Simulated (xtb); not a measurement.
C16H36GeO4, SMILES CC(C)(C)[O][Ge]([O]C(C)(C)C)([O]C(C)(C)C)[O]C(C)(C)C. All values are semi-empirical tight-binding results from xtb (GFN2-xTB unless named), good for trends rather than for accurate numbers. Geometry optimised at GFN2-xTB. Other conformers were not sampled.

Optimised geometry:

Bonded distances (Å): C1–C2 1.532, C1–H22 1.087, C1–H23 1.087, C1–H24 1.087, C2–C3 1.526, C2–C4 1.529, C2–O5 1.426, C3–H25 1.087, C3–H26 1.087, C3–H27 1.087, C4–H28 1.087, C4–H29 1.088, C4–H30 1.087, O5–Ge6 1.745, Ge6–O7 1.744, Ge6–O12 1.744, Ge6–O17 1.744, O7–C8 1.426, C8–C9 1.526, C8–C10 1.529, C8–C11 1.532, C9–H31 1.087, C9–H32 1.088, C9–H33 1.087, C10–H34 1.087, C10–H35 1.087, C10–H36 1.087, C11–H37 1.087, C11–H38 1.087, C11–H39 1.087, O12–C13 1.426, C13–C14 1.526, C13–C15 1.532, C13–C16 1.529, C14–H40 1.088, C14–H41 1.087, C14–H42 1.087, C15–H43 1.087, C15–H44 1.087, C15–H45 1.087, C16–H46 1.087, C16–H47 1.087, C16–H48 1.087, O17–C18 1.426, C18–C19 1.532, C18–C20 1.529, C18–C21 1.526, C19–H49 1.087, C19–H50 1.087, C19–H51 1.087, C20–H52 1.087, C20–H53 1.087, C20–H54 1.087, C21–H55 1.087, C21–H56 1.087, C21–H57 1.087. Bond angles (°): C2–C1–H22 109.9, C2–C1–H23 110.3, C2–C1–H24 109.9, H22–C1–H23 109.1, H22–C1–H24 108.4, H23–C1–H24 109.2, C1–C2–C3 110.2, C1–C2–C4 110.3, C1–C2–O5 105.4, C3–C2–C4 110.1, C3–C2–O5 111.2, C4–C2–O5 109.6, C2–C3–H25 110.5, C2–C3–H26 109.9, C2–C3–H27 109.3, H25–C3–H26 109.2, H25–C3–H27 109.4, H26–C3–H27 108.5, C2–C4–H28 109.0, C2–C4–H29 110.0, C2–C4–H30 110.5, H28–C4–H29 108.7, H28–C4–H30 109.6, H29–C4–H30 109.1, C2–O5–Ge6 130.9, O5–Ge6–O7 107.0, O5–Ge6–O12 114.6, O5–Ge6–O17 107.0, O7–Ge6–O12 106.9, O7–Ge6–O17 114.6, O12–Ge6–O17 107.0, Ge6–O7–C8 130.9, O7–C8–C9 111.2, O7–C8–C10 109.6, O7–C8–C11 105.4, C9–C8–C10 110.1, C9–C8–C11 110.2, C10–C8–C11 110.3, C8–C9–H31 110.5, C8–C9–H32 109.3, C8–C9–H33 109.9, H31–C9–H32 109.4, H31–C9–H33 109.2, H32–C9–H33 108.5, C8–C10–H34 110.5, C8–C10–H35 109.1, C8–C10–H36 110.0, H34–C10–H35 109.6, H34–C10–H36 109.1, H35–C10–H36 108.6, C8–C11–H37 109.9, C8–C11–H38 110.3, C8–C11–H39 109.9, H37–C11–H38 109.2, H37–C11–H39 108.4, H38–C11–H39 109.1, Ge6–O12–C13 130.9, O12–C13–C14 111.1, O12–C13–C15 105.4, O12–C13–C16 109.6, C14–C13–C15 110.2, C14–C13–C16 110.1, C15–C13–C16 110.3, C13–C14–H40 109.3, C13–C14–H41 109.9, C13–C14–H42 110.6, H40–C14–H41 108.5, H40–C14–H42 109.4, H41–C14–H42 109.2, C13–C15–H43 109.9, C13–C15–H44 110.3, C13–C15–H45 109.9, H43–C15–H44 109.2, H43–C15–H45 108.4, H44–C15–H45 109.1, C13–C16–H46 110.0, C13–C16–H47 110.5, C13–C16–H48 109.1, H46–C16–H47 109.1, H46–C16–H48 108.6, H47–C16–H48 109.6, Ge6–O17–C18 130.8, O17–C18–C19 105.3, O17–C18–C20 109.6, O17–C18–C21 111.1, C19–C18–C20 110.4, C19–C18–C21 110.2, C20–C18–C21 110.1, C18–C19–H49 110.3, C18–C19–H50 109.9, C18–C19–H51 109.9, H49–C19–H50 109.1, H49–C19–H51 109.2, H50–C19–H51 108.4, C18–C20–H52 110.0, C18–C20–H53 109.0, C18–C20–H54 110.5, H52–C20–H53 108.6, H52–C20–H54 109.1, H53–C20–H54 109.6, C18–C21–H55 110.5, C18–C21–H56 109.9, C18–C21–H57 109.3, H55–C21–H56 109.2, H55–C21–H57 109.4, H56–C21–H57 108.5.
Charge 0, spin multiplicity 1.

For metal compounds this method's bond lengths and energies can be far off.

Computed properties:
The orbital gap is 6.24 eV and the zero-point energy comes out as 310.3 kcal/mol. The G − E(el) at 298.15 K (modified RRHO) is 273.9 kcal/mol.

**Question.** Give the atomic charges and the Wiberg bond orders between heavy atoms. (Estimate from the structure and the level; the computed values follow.)

**Answer.** charges (e) C1 -0.12, C2 0.16, C3 -0.12, C4 -0.12, O5 -0.35, Ge6 0.51, O7 -0.35, C8 0.16, C9 -0.12, C10 -0.12, C11 -0.12, O12 -0.35, C13 0.16, C14 -0.12, C15 -0.12, C16 -0.12, O17 -0.35, C18 0.16, C19 -0.12, C20 -0.12, C21 -0.12, H22 0.05, H23 0.04, H24 0.05, H25 0.04, H26 0.04, H27 0.06, H28 0.06, H29 0.04, H30 0.04, H31 0.04, H32 0.06, H33 0.04, H34 0.04, H35 0.06, H36 0.04, H37 0.05, H38 0.04, H39 0.05, H40 0.06, H41 0.04, H42 0.04, H43 0.05, H44 0.04, H45 0.05, H46 0.04, H47 0.04, H48 0.06, H49 0.04, H50 0.05, H51 0.05, H52 0.04, H53 0.06, H54 0.04, H55 0.04, H56 0.04, H57 0.06. Bond orders C1–C2 0.99, C2–C3 1.00, C2–C4 1.00, C2–O5 0.94, O5–Ge6 1.03, Ge6–O7 1.03, O7–C8 0.94, C8–C9 1.00, C8–C10 1.00, C8–C11 0.99, Ge6–O12 1.03, O12–C13 0.94, C13–C14 1.00, C13–C15 0.99, C13–C16 1.00, Ge6–O17 1.03, O17–C18 0.94, C18–C19 0.99, C18–C20 1.00, C18–C21 1.00.
